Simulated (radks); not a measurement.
Values are calculated unless marked as measured or tabulated.
Radial electron density D(r) = 4 pi r^2 rho(r) of an atom or ion with 64 electrons. Code: a radial shooting solver on a logarithmic mesh with Libxc functionals. Model: non-relativistic Kohn-Sham, PBE, spin-polarised, spherical densities, point nucleus.

| r (bohr) | D(r) (e/bohr) | spin D(r) |
|---|---|---|
| 0.003623 | 20.15 | 0.000801 |
| 0.00491 | 31.33 | 0.00122 |
| 0.006707 | 46.35 | 0.00175 |
| 0.00909 | 62.73 | 0.00222 |
| 0.01242 | 76.96 | 0.00234 |
| 0.01683 | 82.86 | 0.00174 |
| 0.02299 | 79.13 | 0.000418 |
| 0.03116 | 74.61 | -0.000489 |
| 0.04257 | 83.99 | 0.000735 |
| 0.0577 | 105.1 | 0.00320 |
| 0.07882 | 111.1 | 0.00484 |
| 0.1068 | 93.44 | 0.0331 |
| 0.1459 | 90.58 | 0.224 |
| 0.1978 | 99.63 | 0.860 |
| 0.2702 | 69.40 | 2.37 |
| 0.3662 | 43.83 | 4.59 |
| 0.5003 | 52.40 | 6.19 |
| 0.678 | 39.92 | 5.64 |
| 0.9263 | 18.31 | 3.74 |
| 1.255 | 11.08 | 1.85 |
| 1.715 | 6.378 | 0.530 |
| 2.324 | 2.182 | 0.215 |
| 3.175 | 0.6290 | 0.331 |
| 4.303 | 0.2961 | 0.275 |
| 5.879 | 0.08766 | 0.0871 |
| 7.968 | 0.01009 | 0.0101 |
| 10.89 | 0.0002647 | 0.000265 |

What is the nuclear charge?

Answer. Z = 65. The innermost maximum, from 1s, lies near 1/Z = 0.0154 bohr (found: 0.0172), and its height grows with Z. The density is that of the terbium ion Tb+ in [Xe] 4f9 6s1; the configuration itself is not fixed sharply by these data, and Z only to a few units. D(r) has 4 maxima, at r = 0.0172, 0.0716, 0.190, 0.517 bohr, and minima at 0.0309, 0.128, 0.372 bohr, inside which lie 1.96, 11.45, 29.61 electrons.
